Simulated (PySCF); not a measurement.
**RbMg⁺: frontier orbitals**

PBE0 at R = 3.980 Å; Rb def2-SVP with ECP28, Mg def2-SVP; scalar-relativistic core potentials (PySCF 2.14). State: ¹Σ⁺ (singlet), closed shell. Only the outer orbitals are listed, counted within each symmetry, core potentials removing the inner ones.

```csv
orbital,occ.,ε (eV),on Rb (%),main shells (%)
1π,2,-54.93,0,100 Mg p
1π,2,-54.93,0,100 Mg p
3σ,2,-54.92,0,100 Mg p
4σ,2,-40.18,100,100 Rb s
2π,2,-22.73,100,100 Rb p
2π,2,-22.73,100,100 Rb p
5σ,2,-22.69,100,100 Rb p
6σ,2,-9.17,2,96 Mg s
7σ,0,-5.23,65,"66 Rb s, 28 Mg p"
3π,0,-4.31,22,"77 Mg p, 13 Rb p, 9 Rb d"
3π,0,-4.31,22,"77 Mg p, 13 Rb p, 9 Rb d"
```

Which are the highest filled and the lowest empty level, where do they sit, and how wide is the gap?

Highest filled 6σ at -9.17 eV (in %: 96 Mg s); lowest empty 7σ at -5.23 eV (in %: 66 Rb s, 28 Mg p); the gap at PBE0 is 3.94 eV.

* bond order (Mayer): 0.10
* ⟨S²⟩: 0.000
* charge on Rb (Mulliken, basis-dependent): 0.95
* charge on Rb (Löwdin, basis-dependent): 0.62
* dipole moment (positive dipole points towards Mg; it is taken about the centre of mass and depends on that origin): -0.66 D
* polarisability along the bond: 107.2 bohr³
* polarisability across the bond: 73.3 bohr³

Closed-shell solutions of metal pairs were not tested for spin polarisation, which can lower them a little.
